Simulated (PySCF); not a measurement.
O2 (SMILES O=O), triplet, at a GFN2-xTB geometry. Base run: PySCF with HF/def2-SVP.

Input for PySCF:
```python
from pyscf import gto, scf

mol = gto.M(
    atom='''
O    -0.00000000   -0.00000000   -0.60491107
O     0.00000000    0.00000000    0.60491107
''',
    basis='def2-svp',
    spin=2,
    verbose=4,
)

mf = scf.UHF(mol)
mf.kernel()
mo_i, mo_e, stable_i, stable_e = mf.stability(internal=True, external=True, return_status=True, nroots=6, tol=1e-6)
print('internally stable:', stable_i, ' externally stable:', stable_e)
if not stable_i:
    umf = mf.copy()
    umf.scf_summary = {}
    umf.kernel(umf.make_rdm1(mo_i, mf.mo_occ))
```

The bond that is stretched is that between atoms 2 and 1. A test that says stable can miss a lower solution.

Each row names what was changed in the base input (with any setting that the change needs).

```
change       ΔE vs base (mEh)  <S^2>  E after following the instability (Eh)  <S^2> there   stability test says        outcome
-----------  ----------------  -----  --------------------------------------  -----------  --------------------  -------------
base                    0.000  2.034                                       -            -                stable      converged
bond × 1.25             131.8  2.046                              -149.40703         2.01  internal instability      converged
bond × 1.5              280.9  2.049                              -149.32843         2.01  internal instability      converged
bond × 1.8              419.8  2.046                              -149.23490         2.97  internal instability      converged
bond × 2.2              542.1  2.040                              -149.19099         3.03  internal instability      converged
bond × 3.0                  -      -                                       -            -                     -  not converged
```

On stretching, the SCF can end on different states; <S^2> shows the spin contamination of each.
